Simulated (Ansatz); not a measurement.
Relaxation of C3H8OSi (13 atoms, charge 0, multiplicity 1), to a largest force component of 0.02 eV/Å in at most 40 steps.

The calculation used Ansatz 0.2.0, RKS B3LYP/STO-3G.

```xyz
13
Properties=species:S:1:pos:R:3:forces:R:3
O -1.450 0.804 1.500 -9.29 5.27 -2.96
C -0.482 0.253 1.818 6.29 -3.83 2.53
C 0.679 0.026 0.900 4.79 -0.29 0.96
C 0.582 0.520 -0.526 -6.03 0.06 -0.01
Si -0.561 -0.576 -1.634 -0.22 0.55 0.62
H -0.366 -0.121 2.843 0.71 -0.73 1.20
H 0.984 -1.041 0.950 -0.12 0.09 -0.01
H 1.588 0.589 1.357 -1.40 -0.93 -0.28
H 1.496 0.591 -0.959 3.86 0.38 -1.68
H 0.099 1.527 -0.495 0.56 -0.42 -0.13
H -0.656 0.014 -2.959 -0.04 -0.11 0.20
H -1.907 -0.735 -1.045 0.75 0.22 -0.34
H 0.014 -1.885 -1.734 0.14 -0.26 -0.10
```

**Question.** Where does it end, and by what steps?

**Answer.** The run converged. Limits of this set-up: minimal basis. After 6 steps the energy has fallen by 0.951 eV; O1 moved furthest, 0.11 Å. The start is strongly strained (largest force component 9 eV/Å).

```tsv
step	energy less start (eV)	largest force component (eV/Å)	accepted
0	0.0000	9.286	yes
1	-0.9243	0.653	yes
2	-0.9466	0.272	yes
3	-0.9463	0.287	no
4	-0.9504	0.092	yes
5	-0.9506	0.033	yes
6	-0.9506	0.016	yes
```

```xyz
13
Properties=species:S:1:pos:R:3
O -1.544 0.855 1.476
C -0.507 0.247 1.822
C 0.750 0.029 0.911
C 0.546 0.526 -0.553
Si -0.565 -0.575 -1.608
H -0.383 -0.190 2.854
H 1.014 -1.045 0.944
H 1.589 0.571 1.390
H 1.534 0.606 -1.033
H 0.129 1.544 -0.514
H -0.688 -0.010 -2.932
H -1.879 -0.702 -1.025
H 0.023 -1.890 -1.718
```

The run took 15 s on 1 thread of Arm Neoverse V1, on a shared host, peak memory 0.12 GiB.
